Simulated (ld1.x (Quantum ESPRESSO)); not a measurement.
Transferability test, PAW potential for Rh

rhodium, PAW, made with ld1.x (Quantum ESPRESSO) 7.5 (PBE, scalar-relativistic). Core [Ar] 3d10, reference 4s2 4p6 4d8 5s1 5p0. Waves: 4s (bound): rcut 1.25, rcutus 1.60 bohr; 5s (bound): rcut 1.25, rcutus 1.60 bohr; 4p (bound): rcut 1.50, rcutus 1.95 bohr; 5p (bound, empty): rcut 1.50, rcutus 1.95 bohr; 4d (bound): rcut 1.35, rcutus 1.45 bohr; 4d channel at -0.1 Ry: rcut 1.35, rcutus 1.45 bohr. Local part: all-electron potential smoothed inside 1.60 bohr (lloc = -2). Core correction: Bessel-smoothed model core inside 1.25 bohr. Augmentation charge: BESSEL, radius 1.30 bohr.

Energies are relative to the spin-unpolarised reference configuration 4s2 4p6 4d8 5s1 5p0; without spin polarisation the order of configurations can differ from experiment. The frozen-core shift is the all-electron ΔE with the core orbitals held at their reference shape minus the fully relaxed ΔE.

```tsv
valence configuration	charge	ΔE all-electron (eV)	error AE − PS (meV)	frozen-core shift (meV)
4s2 4p6 4d8 5s0 5p0	+1	7.460	-1.6	+1.8
4s2 4p6 4d7 5s0 5p0	+2	26.971	-1.7	+0.2
4s2 4p6 4d6 5s0 5p0	+3	59.476	-3.4	-0.6
4s2 4p6 4d8 5s0.5 5p0	+0.5	2.919	-0.7	+0.8
4s2 4p6 4d7 5s1 5p1	0	6.619	+2.5	-3.0
```

(1) What are ΔE and the potential's error for 4s1 4p6 4d8 5s1 5p0?

(2) What are ΔE and the potential's error for 4s2 4p6 4d5 5s0 5p0?

Levels in the configuration 4s2 4p6 4d7 5s1 5p1:

| level | all-electron (eV) | pseudo (eV) |
| --- | --- | --- |
| 4s | -87.771 | -87.760 |
| 4p | -55.547 | -55.537 |
| 4d | -10.274 | -10.270 |
| 5s | -6.375 | -6.373 |
| 5p | -2.096 | -2.096 |

Results:

(1) ΔE = 89.043 eV all-electron; the error (AE − PS) is -16 meV.

(2) ΔE = 106.423 eV all-electron; the error (AE − PS) is -11 meV.

A variational frozen-core shift is positive and of second order in the change. This column holds negative values, so the frozen-core run of ld1.x carries numerical noise or an error of first order here, and the column gives no more than the rough size of the effect.
